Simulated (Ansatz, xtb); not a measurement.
# Two isomers of C4H4BNOS

We compare a, `Bc1cnc(C=O)s1`, a singlet, with b, `Bc1nc(C=O)cs1`, a singlet. Both are isolated molecules in the gas phase, relaxed with PBE0-D3(BJ)/def2-SVP; the shapes shown needn't be the lowest conformers.

a (Å):

```csv
atom,x (Å),y (Å),z (Å)
C,-0.9668,0.9999,-0.3641
C,-0.9208,-0.0525,0.5502
C,0.4341,1.2997,1.5967
C,1.3507,1.7860,2.6478
B,-1.7585,1.0771,-1.6703
N,-0.1435,0.1191,1.6341
O,1.8813,2.8653,2.6183
S,0.0519,2.2643,0.2245
H,-2.4404,0.1317,-1.9848
H,-1.7070,2.0557,-2.3735
H,-1.4784,-0.9828,0.4184
H,1.5006,1.0494,3.4724
```

b (Å):

```yaml
atoms:
  - { symbol: C, position_ang: [-0.8854, 1.4342, -0.4486] }
  - { symbol: C, position_ang: [0.1088, 0.7606, 1.4103] }
  - { symbol: C, position_ang: [1.2505, 0.6518, 2.3438] }
  - { symbol: C, position_ang: [-1.1358, 0.1878, 1.6418] }
  - { symbol: B, position_ang: [-1.1263, 2.1025, -1.8115] }
  - { symbol: N, position_ang: [0.2279, 1.4438, 0.2526] }
  - { symbol: O, position_ang: [1.2025, 0.0561, 3.3895] }
  - { symbol: S, position_ang: [-2.1677, 0.5320, 0.3537] }
  - { symbol: H, position_ang: [-2.2079, 2.0072, -2.3381] }
  - { symbol: H, position_ang: [-0.2262, 2.7109, -2.3290] }
  - { symbol: H, position_ang: [2.1701, 1.1766, 1.9887] }
  - { symbol: H, position_ang: [-1.4225, -0.3978, 2.5148] }
```

Quicker runs give these differences E(b) − E(a): GFN2-xTB +0.5 kcal/mol; HF/STO-3G +2.2 kcal/mol (at GFN2-xTB geometries); r2SCAN-D4/def2-SVP +3.0 kcal/mol (at GFN2-xTB geometries).

Estimate E(b) − E(a) at the level CCSD(T)/def2-SVP + ΔMP2/def2-TZVPP.

Calculated at CCSD(T)/def2-SVP + ΔMP2/def2-TZVPP: E(b) − E(a) = +2.6 kcal/mol, so structure a lies lower.

Level by level:

| level | geometry | E(b) − E(a) (kcal/mol) | departure from the last row (kcal/mol) | job, with rough time for the two |
| --- | --- | --- | --- | --- |
| GFN2-xTB | GFN2-xTB | +0.5 | −2.1 | optimisation, 0.18 s |
| HF/STO-3G | GFN2-xTB | +2.2 | −0.3 | single point, 0.82 s |
| r2SCAN-D4/def2-SVP | GFN2-xTB | +3.0 | +0.4 | single point, 5.2 s |
| PBE0-D3(BJ)/def2-SVP | PBE0-D3(BJ)/def2-SVP | +2.7 | +0.2 | optimisation, 55 s |
| HF/def2-SVP | PBE0-D3(BJ)/def2-SVP | +2.9 | +0.3 | part of the CCSD(T) run |
| MP2/def2-SVP | PBE0-D3(BJ)/def2-SVP | +3.1 | +0.5 | part of the CCSD(T) run |
| CCSD(T)/def2-SVP | PBE0-D3(BJ)/def2-SVP | +2.8 | +0.2 | single point |
| CCSD(T)/def2-SVP + ΔMP2/def2-TZVPP | PBE0-D3(BJ)/def2-SVP | +2.6 |  | single point, 76 s |

As drawn, both hold the same kinds of bond in the same numbers.

GFN2-xTB finds them nearly level. The largest departure from CCSD(T)/def2-SVP + ΔMP2/def2-TZVPP is that of GFN2-xTB, 2.1 kcal/mol. The last row adds to CCSD(T) the change of the MP2 difference between the two basis sets, here −0.2 kcal/mol.

With thermal terms from frequencies at re-optimised GFN2-xTB minima (ideal gas, soft modes damped towards free rotors, one conformer each, 298.15 K, 1 atm): the zero-point term adds −0.1 kcal/mol; ΔH is +2.4 and ΔG +2.5 kcal/mol.

The correlated steps freeze 12 core orbitals. Codes used: Ansatz 0.2.0, xtb 6.7.1; the last row on 2 threads of Intel(R) Xeon(R) 6975P-C (Granite Rapids) on a shared host.
